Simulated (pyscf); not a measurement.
## Hydrogen shift: [H₃C–In–Cl]• → •H₂C–InH–Cl

Gas phase, doublet surface, charge 0. Bonds broken: C3–H4. Bonds formed: In1–H4. PySCF, gas phase, ωB97X-D3(BJ)/def2-SVP geometries. Correlated levels are frozen-core, on RHF or UHF. ΔMP2 is the change of the MP2 total energy from the triple- to the quadruple-zeta basis.

Transition state (Å):

```xyz
6

In     0.3454    -0.0294    -0.8695
Cl     0.8159     2.0036    -1.9419
C      0.7691    -0.7026     1.0778
H     -0.9710    -0.7946     0.1355
H      0.7196    -1.7871     1.2452
H      0.7979    -0.0944     1.9951
```

One imaginary mode, 1511i cm⁻¹; descent along it reached the two sides named.

```tsv
bond	change	reactant side (Å)	saddle	product side
C3–H4	breaks	1.100	1.981	3.5
In1–H4	forms	2.8	1.824	1.707
```

Electronic energies relative to the reactant's lowest minimum found (kcal/mol):

| level | barrier | reaction energy | reverse barrier |
|---|---|---|---|
| ωB97X-D3(BJ)/def2-TZVP | 78.1 | +34.4 | 43.7 |
| PBE/def2-TZVP | 71.7 | +39.4 | 32.2 |
| r²SCAN/def2-TZVP | 72.5 | +35.5 | 37.0 |
| B3LYP-D3(BJ)/def2-TZVP | 75.7 | +38.3 | 37.4 |
| PBE0-D3(BJ)/def2-TZVP | 75.5 | +37.0 | 38.5 |
| M06-2X/def2-TZVP | 79.6 | +39.4 | 40.1 |
| ωB97M-D3(BJ)/def2-TZVP | 77.5 | +36.0 | 41.5 |
| HF/def2-TZVP | 79.6 | +27.5 | 52.1 |
| MP2/def2-QZVPP | 83.4 | +38.0 | 45.3 |
| CCSD/def2-TZVPP | 76.5 | +34.0 | 42.5 |
| CCSD(T)/def2-TZVPP | 74.5 | +35.0 | 39.5 |
| CCSD(T)/def2-TZVPP + ΔMP2(QZVPP) | 74.5 | +35.5 | 39.0 |

With CCSD(T)/def2-TZVPP + ΔMP2(QZVPP) energies and thermal terms (ideal gas, 1 atm, RRHO with modes under 100 cm⁻¹ raised to 100, one conformer, R ln 2 for rigid chiral ones), in kcal/mol:

```
T (K)   ΔH‡   ΔG‡     ΔH     ΔG
-----  ----  ----  -----  -----
298    69.6  70.1  +31.7  +31.8
600    69.7  70.6  +32.4  +31.7
900    69.7  71.1  +32.9  +31.2
1200   69.6  71.5  +33.3  +30.5
```

This is the saddle that the search found; another between the same sides may lie lower. The CCSD(T) − MP2 part came from Ansatz, without density fitting, on the same reference. A UHF reference is spin-contaminated (<S²> up to 1.04), which harms MP2 most. The frozen core leaves the outer d or s,p core shells of the metals and heavy elements correlated in the MP2 and CC values, and def2-TZVPP describes them poorly, which can shift differences by a few kcal/mol. Elements past Kr carry the def2 core potentials, without spin-orbit coupling.
